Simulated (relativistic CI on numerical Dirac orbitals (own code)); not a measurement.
**Zr3+: L2,3 absorption edge**

Computed with this model: Dirac-Coulomb-Breit CI, orbitals from a KLI potential per configuration, a model potential for QED, valence Slater integrals scaled by 0.8, multiplet model of core-to-valence dipole absorption; configurations [Kr] 4d → [He] 2s2 2p5 3s2 3p6 3d10 4s2 4p6 4d2; 300 K; Lorentzian 0.96 eV and Gaussian 0.5 eV FWHM. Energies are those of the free ion, without screening or charge transfer. The branching ratio is the share of the lower-energy edge in the whole absorption, uncertain by about 0.02 where the edges overlap. S is read from ⟨S²⟩ = S(S + 1).

Field parameters in Wybourne normalisation: Oh B⁴₀ = 21Dq, B⁴₄ = √(5/14) B⁴₀. The field is a parameter set, without covalency.

Computed curve for Oh, 10Dq = 13500 cm⁻¹, scaled to 100 at the maximum (points under 2 are left out and the grid is thinned):

```json
{"Energy (eV)": "2222.0", "Intensity": "2.1"}
{"Energy (eV)": "2222.5", "Intensity": "2.6"}
{"Energy (eV)": "2223.0", "Intensity": "3.3"}
{"Energy (eV)": "2223.5", "Intensity": "4.5"}
{"Energy (eV)": "2224.0", "Intensity": "6.5"}
{"Energy (eV)": "2224.5", "Intensity": "10.5"}
{"Energy (eV)": "2225.0", "Intensity": "20.5"}
{"Energy (eV)": "2225.5", "Intensity": "41.2"}
{"Energy (eV)": "2226.0", "Intensity": "52.3"}
{"Energy (eV)": "2226.5", "Intensity": "60.9"}
{"Energy (eV)": "2226.9", "Intensity": "76.4"}
{"Energy (eV)": "2227.4", "Intensity": "86.4"}
{"Energy (eV)": "2227.9", "Intensity": "85.7"}
{"Energy (eV)": "2228.4", "Intensity": "100.0"}
{"Energy (eV)": "2228.9", "Intensity": "68.6"}
{"Energy (eV)": "2229.4", "Intensity": "30.2"}
{"Energy (eV)": "2229.9", "Intensity": "15.1"}
{"Energy (eV)": "2230.4", "Intensity": "9.1"}
{"Energy (eV)": "2230.9", "Intensity": "6.2"}
{"Energy (eV)": "2231.4", "Intensity": "4.9"}
{"Energy (eV)": "2231.9", "Intensity": "3.8"}
{"Energy (eV)": "2232.4", "Intensity": "2.8"}
{"Energy (eV)": "2232.9", "Intensity": "2.2"}
{"Energy (eV)": "2308.1", "Intensity": "2.6"}
{"Energy (eV)": "2308.6", "Intensity": "4.0"}
{"Energy (eV)": "2309.1", "Intensity": "7.1"}
{"Energy (eV)": "2309.6", "Intensity": "15.4"}
{"Energy (eV)": "2310.1", "Intensity": "29.5"}
{"Energy (eV)": "2310.6", "Intensity": "29.4"}
{"Energy (eV)": "2311.1", "Intensity": "30.8"}
{"Energy (eV)": "2311.5", "Intensity": "36.2"}
{"Energy (eV)": "2312.0", "Intensity": "32.6"}
{"Energy (eV)": "2312.5", "Intensity": "32.4"}
{"Energy (eV)": "2313.0", "Intensity": "32.3"}
{"Energy (eV)": "2313.5", "Intensity": "19.5"}
{"Energy (eV)": "2314.0", "Intensity": "8.9"}
{"Energy (eV)": "2314.5", "Intensity": "4.8"}
{"Energy (eV)": "2315.0", "Intensity": "3.1"}
{"Energy (eV)": "2315.5", "Intensity": "2.3"}
{"Energy (eV)": "2316.0", "Intensity": "2.0"}
```

The ground state has S = 0.50, and the centroid lies at 2252.84 eV.
